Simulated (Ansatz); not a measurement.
The cluster Mg₄Zn₂⁺, relaxed as a doublet with UKS r2SCAN/def2-SVP in Ansatz, starting from the GFN1-xTB geometry. Force threshold 0.02 eV/Å.

The relaxation made no stability test and no search for a lower SCF solution. The structure comes from a short search, and lower isomers may exist.

Start:

```xyz
6

Mg   -1.9014   -0.4293   -0.1787
Mg    0.7058   -1.1424    1.1660
Mg   -1.9488    1.6896    1.9413
Mg    0.4530    0.1027   -2.1325
Zn    0.4963    1.6565    0.4404
Zn    2.1950   -1.8771   -1.2367
```

| step | energy (eV) | largest force component (eV/Å) | SCF passes |
| --- | --- | --- | --- |
| 1 | -118586.4594 | 0.706 | 30 |
| 2 | -118586.6356 | 0.527 | 34 |
| 3 | -118586.7562 | 0.133 | 34 |
| 4 | -118586.8213 | 0.117 | 35 |
| 5 | -118586.8658 | 0.076 | 43 |
| 6 | -118586.8679 | 0.199 | 36 |
| 7 | -118586.8810 | 0.089 | 36 |
| 8 | -118586.8841 | 0.026 | 30 |
| 9 | -118586.8845 | 0.005 | 33 |

Force components are those of the run's own axes.

End:

```xyz
6

Mg   -2.084   -0.055   -0.415
Mg    0.581   -0.814    1.075
Mg   -1.460    1.237    2.288
Mg    0.678   -0.031   -1.928
Zn   -0.074    1.734    0.046
Zn    2.359   -2.071   -1.066
```

Bonds formed: Mg2–Mg3 (atoms count from 1). Metal–metal contacts that move far: Mg1–Zn5 3.24 to 2.73 Å. The end is the same structure that another start reached.

No frequencies were taken in this run, so the end may be a saddle point.

Hardware: 4 threads of Intel Xeon 6975P-C on a shared host. Wall time 50 s.
